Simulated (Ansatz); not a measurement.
Cartesian coordinates (Å):
```xyz
13

Si     1.7341    -0.6625     0.7798
B     -0.0032     0.0134     0.0576
Si     0.0157     1.5051    -1.2717
Si    -1.7537    -0.8237     0.5397
H      1.6694    -1.2665     2.1484
H      2.0988    -1.7575    -0.1886
H      2.8421     0.3455     0.7479
H     -0.0859     2.7147    -0.3780
H      1.2809     1.6354    -2.0625
H     -1.1511     1.5392    -2.2098
H     -1.9029    -1.9105    -0.4930
H     -2.9262     0.0969     0.3875
H     -1.8151    -1.4652     1.8912
```
Charge 0, multiplicity 1.

The numbers are results of frozen-core CCSD(T)/cc-pVTZ // PBE-D3(BJ)/def2-TZVP (Ansatz, an electronic-structure program), not measurements.

```yaml
HF energy: -896.71263 Ha
MP2 correlation energy: -0.48149 Ha
```

### Question
Estimate the CCSD correlation energy, the (T) correction, the total energy and the T1 diagnostic.

### Answer

CCSD correlation energy: -0.56433 Ha
(T) correction: -0.01992 Ha
CCSD(T) total energy: -897.29688 Ha
T1 diagnostic: 0.015
